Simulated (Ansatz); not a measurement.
Computed with Ansatz.

A structure relaxed at PBE0-D4/def2-TZVP, charge 0, multiplicity 1:

| atom | x (Å) | y (Å) | z (Å) |
| --- | --- | --- | --- |
| C1 | 1.372 | -0.706 | 1.144 |
| N2 | 0.413 | -0.226 | 0.222 |
| W3 | -0.673 | 0.306 | -0.982 |
| O4 | -2.058 | 1.205 | -0.089 |
| F5 | 0.012 | -0.248 | -2.645 |
| F6 | 0.042 | 1.971 | -1.476 |
| F7 | -1.814 | -1.169 | -1.193 |
| H8 | 1.056 | -0.484 | 2.167 |
| H9 | 2.340 | -0.230 | 0.964 |
| H10 | 1.486 | -1.788 | 1.040 |
| H11 | -2.176 | 1.369 | 0.847 |

Question: Give its formula and SMILES.

Answer: CH4F3NOW, `C[N]=[W]([OH])([F])([F])[F]`.

Question: Point group (tolerance 0.08 Å, 0.16 Å for H)?

Answer: Cs.

Question: Summarise the bond lengths by kind.

Answer: 1 × C–N 1.415 Å; 3 × C–H 1.093 Å; 1 × N–W 1.706 Å; 1 × O–W 1.877 Å; 3 × F–W 1.877 to 1.882 Å; 1 × H–O 0.958 Å.
